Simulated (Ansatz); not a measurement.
Born–Oppenheimer molecular dynamics of C$_{4}$H$_{10}$SSi (16 atoms, charge 0, multiplicity 1). It starts from a relaxed structure.

Level of theory: Ansatz, RKS B3LYP/STO-3G.

```yaml
ensemble: NVE (velocity Verlet)
time_step: 0.5 fs
steps_asked: 247
starting_velocities_drawn_for: 1000 K
seed: 231530
```

First frame:

```xyz
16
Properties=species:S:1:pos:R:3
C -0.487 -2.075 -1.304
C -0.245 -1.469 0.112
Si 0.898 0.026 0.104
C 0.763 1.292 1.431
C 0.202 1.736 0.018
S -1.573 2.050 -0.185
H -0.959 -1.341 -1.975
H -1.151 -2.952 -1.243
H 0.460 -2.400 -1.765
H 0.172 -2.251 0.767
H -1.213 -1.174 0.547
H 2.190 -0.191 -0.504
H 0.010 1.166 2.216
H 1.641 1.841 1.789
H 0.837 2.493 -0.468
H -1.569 3.227 0.504
```

Problem. How far do the bonds stretch over the last three quarters of this one trajectory? (Pairs bonded in most of those frames.)

Solution. 
```
   bond  mean (Å)  spread (Å)  shortest  longest
  C1–C2     1.566       0.012      1.54     1.59
  C1–H7     1.112       0.050      1.02     1.21
  C1–H8     1.117       0.063      1.02     1.21
  C1–H9     1.105       0.019      1.06     1.15
 C2–Si3     1.891       0.029      1.84     1.94
 C2–H10     1.107       0.044      1.03     1.19
 C2–H11     1.107       0.042      1.03     1.19
 Si3–C4     1.851       0.057      1.76     1.94
 Si3–C5     1.856       0.030      1.81     1.92
Si3–H12     1.455       0.041      1.39     1.51
  C4–C5     1.587       0.029      1.54     1.64
 C4–H13     1.097       0.011      1.07     1.13
 C4–H14     1.098       0.019      1.06     1.13
  C5–S6     1.824       0.036      1.76     1.91
 C5–H15     1.102       0.020      1.07     1.13
 S6–H16     1.371       0.037      1.31     1.43
```

Mean temperature of the second half: 515 K. The conserved energy stayed within 0.99 meV per atom of its start (net change 0.75 meV per atom), so the integration is sound. Over the second half the temperature averaged 0.52 of the 1000 K drawn at the start: a run that starts near a minimum puts about half its kinetic energy into the potential. A run of 0.12 ps of so small a system gives no equilibrium averages. Limits of this set-up: minimal basis.

Run time: 14 min on 1 thread of Arm Neoverse V1, on a shared host, peak memory 0.11 GiB.
